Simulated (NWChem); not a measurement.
System: BSiH3F2; SMILES FB(F)[SiH3]

NWChem input:

```
start job
memory heap 200 mb stack 900 mb global 1100 mb
geometry units angstroms noautosym nocenter noautoz
  B     -0.006469     0.577343     0.003469
  F     -1.114828     1.291887    -0.002932
  F      1.125943     1.255191    -0.003235
  Si    -0.010021    -1.458086     0.004479
  H      0.898382    -1.964497     1.078416
  H      0.505743    -1.946237    -1.312556
  H     -1.385704    -1.996163     0.219969
end
basis spherical
  B library pcsseg-1
  F library pcsseg-1
  Si library pcsseg-1
  H library pcsseg-1
end
dft
  xc slater vwn_5
  iterations 150
end
property
  shielding
end
task dft property
```

Excerpt of the output:

```
             Northwest Computational Chemistry Package (NWChem) 7.3.0
             --------------------------------------------------------

                             Geometry "geometry" -> ""
                             -------------------------

 Output coordinates in angstroms (scale by  1.889725989 to convert to a.u.)

  No.       Tag          Charge          X              Y              Z
 ---- ---------------- ---------- -------------- -------------- --------------
    1 B                    5.0000    -0.00646900     0.57734300     0.00346900
    2 F                    9.0000    -1.11482800     1.29188700    -0.00293200
    3 F                    9.0000     1.12594300     1.25519100    -0.00323500
    4 Si                  14.0000    -0.01002100    -1.45808600     0.00447900
    5 H                    1.0000     0.89838200    -1.96449700     1.07841600
    6 H                    1.0000     0.50574300    -1.94623700    -1.31255600
    7 H                    1.0000    -1.38570400    -1.99616300     0.21996900

 Effective nuclear repulsion energy (a.u.)     144.6291575270

                              NWChem Property Module
                              ----------------------

  itol2e modified to match energy
  convergence criterion.

                                 NWChem DFT Module
                                 -----------------

 Summary of "ao basis" -> "ao basis" (spherical)
 ------------------------------------------------------------------------------
       Tag                 Description            Shells   Functions and Types
 ---------------- ------------------------------  ------  ---------------------
 B                          pcsseg-1                 7       17   3s3p1d
 F                          pcsseg-1                 7       17   3s3p1d
 Si                         pcsseg-1                10       24   4s5p1d
 H                          pcsseg-1                 3        5   2s1p

  itol2e modified to match energy
  convergence criterion.

            General Information
            -------------------
          SCF calculation type: DFT
          Wavefunction type:  closed shell.
          No. of atoms     :     7
          No. of electrons :    40
           Alpha electrons :    20
            Beta electrons :    20
          Charge           :     0
          Spin multiplicity:     1
          Use of symmetry is: off; symmetry adaption is: off
          Maximum number of iterations: 150
          AO basis - number of functions:    90
                     number of shells:    40
          Convergence on energy requested:  1.00D-07
          Convergence on density requested:  1.00D-05
          Convergence on gradient requested:  5.00D-04

              XC Information
              --------------
                        Slater Exchange Functional  1.000 local
                      VWN V Correlation Functional  1.000 local

             Grid Information
             ----------------
          Grid used for XC integration:  fine
          Radial quadrature: Mura-Knowles
          Angular quadrature: Lebedev.
          Tag              B.-S. Rad. Rad. Pts. Rad. Cut. Ang. Pts.
          ---              ---------- --------- --------- ---------
          B                   0.85       70          10.0       590
          F                   0.50       70          11.0       590
          Si                  1.10      123           9.0       770
          H                   0.35       60          10.0       590
          Grid pruning is: on
          Number of quadrature shells:   513
          Spatial weights used:  Erf1

      Superposition of Atomic Density Guess
      -------------------------------------

 Sum of atomic energies:        -513.56233083

      Non-variational initial energy
      ------------------------------

 Total energy =    -514.577251
 1-e energy   =    -999.801511
 2-e energy   =     340.595102
 HOMO         =      -0.373482
 LUMO         =       0.018226

   convergence    iter        energy       DeltaE   RMS-Dens  Diis-err
 ---------------- ----- ----------------- --------- --------- ---------
 d= 0,ls=0.0,diis     1   -513.0677968857 -6.58D+02  1.36D-02  1.66D+00
 d= 0,ls=0.0,diis     2   -512.8774243873  1.90D-01  9.14D-03  3.73D+00
 d= 0,ls=0.0,diis     3   -513.1797152992 -3.02D-01  1.74D-03  1.85D-01
 d= 0,ls=0.0,diis     4   -513.1908378607 -1.11D-02  1.06D-03  6.58D-03
 d= 0,ls=0.0,diis     5   -513.1916958590 -8.58D-04  2.76D-04  4.18D-04
  Resetting Diis
 d= 0,ls=0.0,diis     6   -513.1917561627 -6.03D-05  4.37D-05  8.08D-06
 d= 0,ls=0.0,diis     7   -513.1917575903 -1.43D-06  2.26D-05  1.26D-06
 d= 0,ls=0.0,diis     8   -513.1917574782  1.12D-07  1.14D-05  2.34D-06
 d= 0,ls=0.0,diis     9   -513.1917577528 -2.75D-07  1.87D-06  1.17D-07
 d= 0,ls=0.0,diis    10   -513.1917577619 -9.08D-09  2.68D-07  1.44D-09

         Total DFT energy =     -513.191757761879
      One electron energy =    -1002.188004485414
           Coulomb energy =      388.608211613337
    Exchange-Corr. energy =      -44.241122416836
 Nuclear repulsion energy =      144.629157527033

 Numeric. integr. density =       40.000000469206

                       DFT Final Molecular Orbital Analysis
                       ------------------------------------

 Vector   18  Occ=2.000000D+00  E=-3.233738D-01
              MO Center=  3.9D-01, -1.7D+00, -2.1D-01, r^2= 2.3D+00
   Bfn.  Coefficient  Atom+Function         Bfn.  Coefficient  Atom+Function
  ----- ------------  ---------------      ----- ------------  ---------------
    67      0.349447  4 Si pz                81     -0.347426  6 H  s
    76      0.286666  5 H  s                 82     -0.187486  6 H  s
    70      0.174697  4 Si pz                77      0.151922  5 H  s
    61     -0.095436  4 Si pz                58     -0.082306  4 Si pz
    86      0.064982  7 H  s                 43     -0.045300  3 F  pz

 Vector   19  Occ=2.000000D+00  E=-3.206523D-01
              MO Center= -4.0D-01, -1.7D+00,  2.1D-01, r^2= 2.4D+00
   Bfn.  Coefficient  Atom+Function         Bfn.  Coefficient  Atom+Function
  ----- ------------  ---------------      ----- ------------  ---------------
    86     -0.369691  7 H  s                 65      0.347269  4 Si px
    76      0.237837  5 H  s                 87     -0.204733  7 H  s
    68      0.156230  4 Si px                77      0.134981  5 H  s
    81      0.126996  6 H  s                 59     -0.094891  4 Si px
    56     -0.081723  4 Si px                82      0.073672  6 H  s

 Vector   20  Occ=2.000000D+00  E=-2.910215D-01
              MO Center= -1.2D-03, -4.0D-01, -1.6D-03, r^2= 2.8D+00
   Bfn.  Coefficient  Atom+Function         Bfn.  Coefficient  Atom+Function
  ----- ------------  ---------------      ----- ------------  ---------------
    66      0.349800  4 Si py                 8     -0.234859  1 B  py
     3      0.206222  1 B  s                  2      0.189896  1 B  s
    25      0.182074  2 F  py                42      0.180596  3 F  py
    69      0.176813  4 Si py                28      0.172002  2 F  py
    45      0.170228  3 F  py                81     -0.124360  6 H  s

 Vector   21  Occ=0.000000D+00  E=-8.439424D-02
              MO Center=  6.1D-04,  7.7D-02,  4.2D-03, r^2= 3.1D+00
   Bfn.  Coefficient  Atom+Function         Bfn.  Coefficient  Atom+Function
  ----- ------------  ---------------      ----- ------------  ---------------
    70      0.518225  4 Si pz                82      0.505928  6 H  s
     9      0.462275  1 B  pz                77     -0.428208  5 H  s
    12      0.345329  1 B  pz                29     -0.216186  2 F  pz
    46     -0.213558  3 F  pz                 6      0.185215  1 B  pz
    26     -0.177316  2 F  pz                43     -0.170280  3 F  pz

 Vector   22  Occ=0.000000D+00  E=-7.882131D-03
              MO Center=  6.4D-02, -1.2D+00, -4.0D-02, r^2= 4.1D+00
   Bfn.  Coefficient  Atom+Function         Bfn.  Coefficient  Atom+Function
  ----- ------------  ---------------      ----- ------------  ---------------
    68      1.403647  4 Si px                87      1.245629  7 H  s
    77     -0.818164  5 H  s                 82     -0.465823  6 H  s
    65      0.261320  4 Si px                86      0.233768  7 H  s
    20      0.161344  2 F  s                 76     -0.148782  5 H  s
     7      0.142470  1 B  px                37     -0.137152  3 F  s

 Vector   23  Occ=0.000000D+00  E= 6.113548D-03
              MO Center= -1.6D-03, -1.9D+00, -9.9D-04, r^2= 4.0D+00
   Bfn.  Coefficient  Atom+Function         Bfn.  Coefficient  Atom+Function
  ----- ------------  ---------------      ----- ------------  ---------------
    69      1.660595  4 Si py                 3     -1.164557  1 B  s
    82      0.745876  6 H  s                 87      0.723666  7 H  s
    77      0.718522  5 H  s                 11      0.525789  1 B  py
    54     -0.358086  4 Si s                 55     -0.298250  4 Si s
     8      0.219909  1 B  py                66      0.178806  4 Si py

     Multipole analysis of the density
     ---------------------------------

     L   x y z        total         alpha         beta         nuclear
     -   - - -        -----         -----         ----         -------
     0   0 0 0     -0.000000    -20.000000    -20.000000     40.000000

     1   1 0 0     -0.000765      0.050813      0.050813     -0.102391
     1   0 1 0     -0.326593      0.318285      0.318285     -0.963163
     1   0 0 1      0.000615     -0.009497     -0.009497      0.019610

[...]

          -----------------------------------------
          Chemical Shielding Tensors (GIAO, in ppm)
          -----------------------------------------

                                NWChem CPHF Module
                                ------------------

  scftype          =     RHF
  nclosed          =       20
  nopen            =        0
  variables        =     1400
  # of vectors     =        3
  tolerance        = 0.10D-03
  level shift      = 0.00D+00
  max iterations   =       50
  max subspace     =       30

 SCF residual:    2.2557120101472364E-005

Iterative solution of linear equations
  No. of variables     1400
  No. of equations        3
  Maximum subspace       30
        Iterations       50
       Convergence  1.0D-04

   iter   nsub   residual    time
   ----  ------  --------  ---------
     1      3    1.36D-05      17.3

      Atom:    1  B
        Diamagnetic
    204.0512     -0.1764     -0.0020
     -0.1764    203.5485     -0.0870
     -0.0020     -0.0870    183.2691

        Paramagnetic
   -170.8735      0.1368      0.0036
      0.1368   -129.9884      0.2141
      0.0036      0.2141   -107.9100

        Total Shielding Tensor
     33.1777     -0.0395      0.0016
     -0.0395     73.5601      0.1271
      0.0016      0.1271     75.3590

           isotropic =      60.6989
          anisotropy =      22.0035

          Principal Components and Axis System
                 1           2           3
               75.3680     73.5512     33.1777

      1        -0.0000     -0.0010      1.0000
      2         0.0701      0.9975      0.0010
      3         0.9975     -0.0701     -0.0000

      Atom:    2  F
        Diamagnetic
    481.7326    -12.4703      0.1250
    -12.4703    468.7049     -0.0140
      0.1250     -0.0140    461.9714

        Paramagnetic
   -464.7138   -132.5727      0.8882
   -132.5727   -345.2331      1.4867
      0.8882      1.4867   -152.4523

        Total Shielding Tensor
     17.0188   -145.0430      1.0132
   -145.0430    123.4719      1.4727
      1.0132      1.4727    309.5190

           isotropic =     150.0032
          anisotropy =     239.2914

          Principal Components and Axis System
                 1           2           3
              309.5308    224.7416    -84.2627

      1        -0.0008     -0.5725      0.8199
      2         0.0085      0.8199      0.5725
      3         1.0000     -0.0074     -0.0043

      Atom:    3  F
        Diamagnetic
    482.1165     11.7281     -0.1309
     11.7281    467.9119     -0.0088
     -0.1309     -0.0088    461.5459

        Paramagnetic
   -453.0796    133.9850     -0.5471
    133.9850   -352.9099      1.5518
     -0.5471      1.5518   -142.7118

        Total Shielding Tensor
     29.0369    145.7131     -0.6780
    145.7131    115.0019      1.5430
     -0.6780      1.5430    318.8341

           isotropic =     154.2910
          anisotropy =     246.8337

          Principal Components and Axis System
                 1           2           3
              318.8468    223.9326    -79.9064

      1         0.0023      0.5988      0.8009
      2         0.0092      0.8009     -0.5988
      3         1.0000     -0.0087      0.0037

      Atom:    4  Si
        Diamagnetic
    881.0406      0.0411     -0.0029
      0.0411    885.8193     -0.0084
     -0.0029     -0.0084    880.7549

        Paramagnetic
   -413.4178      8.2142      0.4080
      8.2142   -434.4058     -3.8493
      0.4080     -3.8493   -444.7922

        Total Shielding Tensor
    467.6228      8.2552      0.4050
      8.2552    451.4136     -3.8577
      0.4050     -3.8577    435.9627

           isotropic =     451.6664
          anisotropy =      29.1851

          Principal Components and Axis System
                 1           2           3
              471.1231    449.0027    434.8733

      1         0.9196     -0.3850     -0.0783
      2         0.3915      0.8817      0.2633
      3        -0.0324     -0.2728      0.9615

      Atom:    5  H
        Diamagnetic
     27.6610     -3.2271      5.8432
     -3.2271     26.7456     -4.0659
      5.8432     -4.0659     29.6202

        Paramagnetic
     -0.3259      1.6241     -2.5674
      1.6241     -0.3557      1.7949
     -2.5674      1.7949     -1.6440

        Total Shielding Tensor
     27.3351     -1.6031      3.2758
     -1.6031     26.3899     -2.2711
      3.2758     -2.2711     27.9762

           isotropic =      27.2337
          anisotropy =       7.5237

          Principal Components and Axis System
                 1           2           3
               32.2495     25.2015     24.2501

      1         0.5938      0.5267      0.6082
      2        -0.4268      0.8470     -0.3168
      3         0.6820      0.0714     -0.7278

      Atom:    6  H
        Diamagnetic
     24.2905     -1.7459     -4.0619
     -1.7459     26.5185      4.7682
     -4.0619      4.7682     33.0758

        Paramagnetic
      1.1393      0.9087      1.8073
      0.9087     -0.3101     -2.1690
      1.8073     -2.1690     -3.1995

        Total Shielding Tensor
     25.4297     -0.8371     -2.2545
     -0.8371     26.2085      2.5993
     -2.2545      2.5993     29.8763

           isotropic =      27.1715
          anisotropy =       7.3650

          Principal Components and Axis System
                 1           2           3
               32.0815     25.0283     24.4047

      1        -0.3383      0.4851      0.8064
      2         0.4208      0.8445     -0.3314
      3         0.8418     -0.2272      0.4897

      Atom:    7  H
        Diamagnetic
     34.1248      5.3017     -1.7776
      5.3017     27.1708     -0.8791
     -1.7776     -0.8791     23.0305

        Paramagnetic
     -3.0447     -2.4837      0.7733
     -2.4837     -0.3935      0.3640
      0.7733      0.3640      1.2570

        Total Shielding Tensor
     31.0801      2.8181     -1.0043
      2.8181     26.7774     -0.5151
     -1.0043     -0.5151     24.2875

           isotropic =      27.3816
          anisotropy =       7.8678

          Principal Components and Axis System
                 1           2           3
               32.6268     25.3835     24.1345

      1         0.8881     -0.4452      0.1144
      2         0.4397      0.8953      0.0711
      3        -0.1341     -0.0128      0.9909
```

Level: LDA (Slater exchange, VWN5)/pcSseg-1, GIAO. The geometry was optimised at PBE0/def2-SVP. The printed shielding anisotropy is the first printed principal value minus the mean of the other two.
